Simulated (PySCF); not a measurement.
OZn, SMILES [O]=[Zn]. The structure is a stationary point at PBE0-D3(BJ)/def2-TZVPD.

Computed equilibrium geometry at PBE0-D3(BJ)/def2-TZVPD (PySCF confirms it by a frequency run) as Cartesian coordinates in Å, and its point group:
point group C∞v.
```xyz
2

Zn     0.0000     0.0000    -0.3580
O      0.0000     0.0000     1.3427
```
